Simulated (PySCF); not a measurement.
## Ionisation energy of Sr+ by level of theory

Sr+ [Kr] 5s1 (2S) → Sr(2+) [Kr] (1S), as a difference of total energies. Calculation: PySCF 2.14, in def2-TZVP with the def2 core potential (28 electrons) (6s4p3d, 33 functions); a scalar-relativistic core potential. The calculations carry no spin-orbit coupling.

```
method  ionisation energy (eV)
   UHF                  10.442
   LDA                  11.333
 B3LYP                  11.256
```

Task: Which method comes closest to the reference value, and which is furthest?

Result: The reference is 11.030 eV (measured; NIST Atomic Spectra Database, ionization energies). Closest: B3LYP (error 0.226 eV); furthest: UHF (error -0.588 eV).
